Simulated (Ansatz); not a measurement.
`B/C=C/[SiH3]` → `BC=C` + `[SiH2]` at 700 K and 1 bar (silylene formation by 1,1-elimination).

Calculated with Ansatz (gas phase, PBE0-D4/def2-TZVP geometries, no zero-point term in ΔE). CBS: MP2 limit from def2 TZ/QZ plus the TZ coupled-cluster correction, frozen cores. This one scheme is used for every species.

```csv
species,CCSD(T)/CBS energy (Eh),H − E (kJ/mol),S (J/(mol·K))
`B/C=C/[SiH3]`,-394.14024,280.1,438.9
`BC=C`,-103.86193,214.7,339.5
`[SiH2]`,-290.19011,56.3,240.4
```

H − E and S are ideal-gas, rigid-rotor, harmonic terms from PBE0-D4/def2-TZVP. 1 Eh = 2625.50 kJ/mol, R = 8.31446 J/(mol·K).

Problem. By hand: ΔE, ΔH, ΔS and ΔG.

Solution. ΔE = (-103.86193) + (-290.19011) − (-394.14024) = 0.08820 Eh = 231.6 kJ/mol. Δ(H − E) = 214.7 + 56.3 − 280.1 = -9.1, so ΔH = 222.5 kJ/mol. ΔS = 339.5 + 240.4 − 438.9 = 141.0 J/(mol·K). ΔG = 222.5 − 700 × (141.0)/1000 = 123.8 kJ/mol.

Problem. By hand: the equilibrium constant, and the temperature at which ΔG would vanish if ΔH and ΔS stayed fixed.

Solution. log₁₀ K = −ΔG/(RT ln 10) = -9.2. ΔG = 0 at ΔH/ΔS = 1578 K.

The number of gas molecules changes by +1, which sets the sign of ΔS. A doubt of 5 kJ/mol in ΔE shifts log₁₀ K by 0.4 here. These are equilibria of isolated gas molecules and say nothing of rates. Largest T1 diagnostic: 0.014 (customary marks: 0.02 for closed shells, 0.045 for open ones).
